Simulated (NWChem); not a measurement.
Species: TaCl₂F₃; SMILES [F][Ta]([F])([F])([Cl])[Cl]

No frequency run checked for a minimum. def2 effective core potentials on Ta; no spin-orbit coupling.

### Question
Give the equilibrium geometry at PBE0/def2-SVP with def2 effective core potentials on Ta (NWChem) as an XYZ file, with the point group.

### Answer
point group C2v; any orientation.
```
6

Ta     0.0000     0.0000     0.1542
F      0.0000     1.8779     0.2512
F      0.0000    -1.8779     0.2512
F      0.0000     0.0000     2.0099
Cl    -1.9394     0.0000    -1.0475
Cl     1.9394     0.0000    -1.0475
```
